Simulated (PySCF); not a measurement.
C4H7FSi. Atoms are numbered in the order given.

```xyz
13

C      2.8929     0.2513     0.5080
C      1.6981     0.0529     0.0066
C      0.4683    -0.1538    -0.4136
F      0.1829    -0.1678    -1.7520
Si    -1.0454    -0.4376     0.6742
C     -2.3581     0.8249     0.2299
H      3.2554     1.2597     0.7452
H      3.5793    -0.5834     0.7002
H     -0.6071    -0.3321     2.0965
H     -1.5566    -1.8184     0.4128
H     -2.0234     1.8456     0.4720
H     -2.5658     0.7814    -0.8510
H     -3.2993     0.6316     0.7683
```
Charge 0, spin multiplicity 1.

Coordinates come from a r2SCAN-D4/def2-SVP optimisation. The structure was generated by enumeration, and PubChem lists no compound with its InChIKey, so it may never have been made. Other conformers were not sampled.

Calculation: TDDFT-LC-ωPBE/def2-SVPD (PySCF).

Vertical excitations. 

| state | energy (eV) | λ (nm) | f | main pairs |
|---|---|---|---|---|
| S1 | 5.06 | 245 | 0.002 | HOMO→LUMO 92 % |
| S2 | 6.51 | 190 | 0.001 | HOMO−1→LUMO+1 70 %, HOMO−1→LUMO+3 16 % |
| S3 | 6.91 | 179 | 0.018 | HOMO→LUMO+1 42 %, HOMO−1→LUMO 41 %, HOMO→LUMO+3 7 % |
| S4 | 7.47 | 166 | 1.265 | HOMO−1→LUMO 51 %, HOMO→LUMO+1 37 % |
| S5 | 7.78 | 159 | 0.002 | HOMO→LUMO+2 71 % |
| S6 | 8.38 | 148 | 0.042 | HOMO−1→LUMO+2 28 %, HOMO−4→LUMO+1 23 %, HOMO−4→LUMO+2 6 %, HOMO−2→LUMO+1 6 % |
| S7 | 8.39 | 148 | 0.089 | HOMO−1→LUMO+2 42 %, HOMO−4→LUMO+1 20 %, HOMO−1→LUMO+3 7 % |
| S8 | 8.40 | 148 | 0.001 | HOMO−4→LUMO 58 %, HOMO−3→LUMO 15 % |
| S9 | 8.56 | 145 | 0.034 | HOMO→LUMO+3 41 %, HOMO→LUMO+7 15 % |
| S10 | 8.95 | 139 | 0.003 | HOMO→LUMO+5 37 %, HOMO→LUMO+6 14 %, HOMO→LUMO+4 8 %, HOMO−3→LUMO 8 % |
| T1 | 4.10 | 302 | 0 | HOMO−1→LUMO 48 %, HOMO→LUMO+1 24 % |
| T2 | 4.33 | 286 | 0 | HOMO→LUMO+1 39 %, HOMO−1→LUMO 31 %, HOMO→LUMO+3 10 % |
| T3 | 4.62 | 268 | 0 | HOMO→LUMO 91 % |
| T4 | 6.06 | 205 | 0 | HOMO−1→LUMO+1 69 %, HOMO−1→LUMO+3 16 % |
Triplets are in the Tamm–Dancoff approximation, which puts them higher than full response would, so one can lie above its singlet here.
